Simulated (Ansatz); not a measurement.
**Worked example: C3H6 + CTeF3 → C3H5 + TeH(CF3)**

Species: C3H6 `C=CC`, singlet; CTeF3 `FC(F)(F)[Te]`, doublet; C3H5 `[CH2]C=C`, doublet; TeH(CF3), singlet. A radical takes H: the energy is the difference in strength between the C–H bond broken and the Te–H bond made.

Shapes, held fixed at every level: PBE0-D4/def2-TZVP. Flexible molecules stand in one conformer, not always the lowest. Programs: Ansatz 0.2.0. The zero-point and thermal change to 298 K, harmonic and unscaled (PBE0-D4/def2-TZVP), is -16.1 kJ/mol.

At B2PLYP/def2-TZVPP; 1 Eh = 2625.50 kJ/mol:

```
 species  energy (Eh)
    C3H6  -117.834865
   CTeF3  -605.416595
    C3H5  -117.188320
TeH(CF3)  -606.031505
```

Problem. Work out ΔH(298 K) of the reaction at this level.

Solution. 
1. Products less reactants: (-117.188320) + (-606.031505) − [(-117.834865) + (-605.416595)] = 0.031635 Eh = +83.1 kJ/mol.
2. With the thermal change: +83.1 + (-16.1) = +67.0 kJ/mol.

Other levels give +46.5 (r2SCAN-D4/def2-TZVPP) to +60.7 kJ/mol (BHLYP-D4/def2-TZVPP). No measured value is set beside it here. Spin contamination: C3H5 (⟨S²⟩ up to 0.95). Open shells run unrestricted. For atoms past krypton def2 sets carry core potentials with scalar relativity. Outer-core shells of Te are correlated, in sets that cover them unevenly. B2PLYP/def2-TZVPP lies outside the range of all other levels here, so it shouldn't be taken on trust. The median of the other levels is +56.3 kJ/mol.
